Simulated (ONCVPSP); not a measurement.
**Transferability test, ONCV potential for Ti (Z = 22)**

```json
{
 "Element": "titanium",
 "Generator": "ONCVPSP 4.0.1",
 "Type": "optimised norm-conserving Vanderbilt (ONCV)",
 "Functional": "PBE",
 "Relativity": "scalar-relativistic",
 "Frozen core": "[Ne]",
 "Valence charge": "12",
 "Reference configuration": "3s2 3p6 3d2 4s1 (charge +1)",
 "Partial waves": "3s+4s: rc 1.90 bohr, ncon 4, nbas 8, qcut 7.5 1/bohr, 2 projectors; 3p: rc 1.40 bohr, ncon 3, nbas 7, qcut 9.3 1/bohr, 1 projector; 3d: rc 2.35 bohr, ncon 4, nbas 8, qcut 7.1 1/bohr, 2 projectors, debl 3.7 Ha",
 "Local potential": "polynomial inside 1.05 bohr (lpopt 4, dvloc0 -1 Ha)",
 "Core correction": "Teter function, fcfact 5.75, rcfact 1.8"
}
```

Energies are relative to the spin-unpolarised reference configuration 3s2 3p6 3d2 4s1; without spin polarisation the order of configurations can differ from experiment.

Problem. Give the all-electron excitation energy and the error of the potential for: 3s2 3p6 3d2 4s2; 3s2 3p6 3d2 4s0; 3s2 3p6 3d1 4s0; 3s2 3p6 3d0 4s0.

Solution.

| valence configuration | charge | ΔE all-electron (eV) | error AE − PS (meV) |
| --- | --- | --- | --- |
| 3s2 3p6 3d2 4s2 | 0 | -7.347 | +0.7 |
| 3s2 3p6 3d2 4s0 | +2 | 13.572 | -4.1 |
| 3s2 3p6 3d1 4s0 | +3 | 40.520 | +215 |
| 3s2 3p6 3d0 4s0 | +4 | 83.805 | +1456 |

Levels in the configuration 3s2 3p6 3d0 4s0:

```tsv
level	all-electron (eV)	pseudo (eV)
3s	-113.932	-112.477
3p	-89.413	-88.016
```
